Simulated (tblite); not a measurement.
C5H9ClFSi (doublet state).
Cartesian coordinates in Å at the GFN2-xTB level; atoms count from 1:
```
atom  x, y, z in Å
C1    -1.7646    1.7683   -0.1658
C2    -0.5361    1.2381   -0.3987
C3    -0.2095   -0.1155   -0.2862
Si4   -1.4394   -1.4390    0.2304
C5     1.1987   -0.5222   -0.5124
Cl6    1.8704    0.1835   -2.0390
C7     2.1269   -0.0556    0.6118
F8     1.7964   -0.7079    1.7710
H9    -1.9442    2.8233   -0.2707
H10   -2.5946    1.1543    0.1352
H11    0.2514    1.9159   -0.7135
H12   -0.7578   -2.7321    0.1705
H13   -1.9096   -1.1727    1.5911
H14   -2.5730   -1.4392   -0.6993
H15    1.2913   -1.6044   -0.6242
H16    3.1703   -0.2992    0.3895
H17    2.0165    1.0165    0.8003
```

Calculated harmonic vibrations of the isolated species, GFN2-xTB (tblite), most abundant isotopes, no scaling. The method is semi-empirical: single wavenumbers can be off by several per cent or more. Modes of hydrogen on silicon can be 10 to 20 % off. One conformer, not necessarily the lowest. Open shells enter through the occupations alone, without spin polarisation, and single modes of such species can be off by tens of per cent.

Harmonic wavenumbers (cm⁻¹): 29.9, 64.3, 95.8, 134.8, 166.8, 184.1, 214.0, 231.1, 318.5, 354.6, 420.4, 483.2, 517.2, 569.5, 601.7, 670.1, 729.6, 775.7, 781.1, 800.2, 816.1, 947.3, 964.3, 976.7, 1022.6, 1048.6, 1143.4, 1177.3, 1192.5, 1267.1, 1300.0, 1310.7, 1326.6, 1402.9, 1439.1, 1507.2, 2236.1, 2255.4, 2266.7, 2952.7, 2955.5, 2966.8, 3020.2, 3115.6, 3149.9.

A = 1447, B = 1026, C = 822.1 MHz; mass 151.015 u (most abundant isotopes); point group C1, symmetry number 1; spin multiplicity 2.

Q: What is the zero-point energy?

A: Half the sum of the wavenumbers: 25952 cm⁻¹ = 74.20 kcal/mol.

Q: Give the ideal-gas entropy at 200 K and 1 bar in the rigid-rotor, harmonic-oscillator model (classical rotation).

A: Translation 38.99, rotation 28.76, vibration 22.26, spin (R ln 2) 1.38: S = 91.4 cal/(mol K).

Q: And Cp and H(200 K) − H(0)?

A: Cp = 30.50 cal/(mol K), of which vibrations give 22.55 (their classical limit is 45 R = 89.4); H(200 K) − H(0) = 3.94 kcal/mol without the zero-point energy, 2.35 from vibrations.

Q: Which modes carry the vibrational entropy at 200 K?

A: 29.9 cm⁻¹: 5.04; 64.3 cm⁻¹: 3.54; 95.8 cm⁻¹: 2.77; 134.8 cm⁻¹: 2.12; 166.8 cm⁻¹: 1.74; 184.1 cm⁻¹: 1.57 cal/(mol K); the other 39 give 5.48 together.

Q: What must be added to the electronic energy to get the Gibbs energy at 200 K and 1 bar?

A: ZPE + [H(200 K) − H(0)] − T·S = 74.20 + 3.94 − 18.28 = 59.86 kcal/mol.

Q: How do the functions run with temperature in this model?

A: 
```csv
T (K),S (cal/(mol K)),Cp (cal/(mol K)),H − H(0) (kcal/mol),G − H(0) (kcal/mol),ln q(vib)
150,83.4,25.5,2.54,-9.96,3.79
250,98.7,35.5,5.59,-19.09,6.75
298.15,105.4,40.2,7.41,-24.01,8.14
400,118.5,49.1,11.98,-35.42,11.00
600,141.1,62.1,23.20,-61.44,16.35
900,168.7,74.1,43.80,-108.07,23.62
```

q(vib) and H(0) count from the zero-point level.

Q: Blend soft modes into free rotors: weight 1/[1 + (100 cm⁻¹/ν̃)⁴] for the oscillator and the rest for a rotor with moment μB/(μ + B), μ = h/(8π²ν), B = 10⁻⁴⁴ kg m². What vibrational entropy results?

A: 20.30 cal/(mol K) in place of 22.26, which changes −T·S at 200 K by +0.39 kcal/mol.

Hindered rotation and anharmonicity are outside this model. Other conformers, if any are populated, would add a mixing term that is left out. The structure is chiral; the term R ln 2 for an equal mix with its mirror image is left out.
